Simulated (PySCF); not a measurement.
H2O4S, SMILES O=S(=O)(O)O.

Coordinates come from a B3LYP-D3(BJ)/def2-SVP optimisation. Other conformers were not sampled.

All values below come from PySCF with B3LYP/def2-TZVP.

Isolated molecule, no solvent.

Computed frontier levels, gap, dipole moment and polarisability:
| Item | Result |
|---|---|
| highest occupied level | -9.43 eV |
| lowest empty level | -0.53 eV |
| orbital gap | 8.90 eV |
| dipole moment | 3.08 D |
| quadrupole, principal values (traceless, Buckingham form, about the centre of nuclear charge) | -8.76, -0.14, 8.89 D·Å |
| mean static polarisability | 32.8 bohr³ (4.87 Å³) |
| polarisability, principal values | 30.9, 31.5, 36.1 bohr³ |
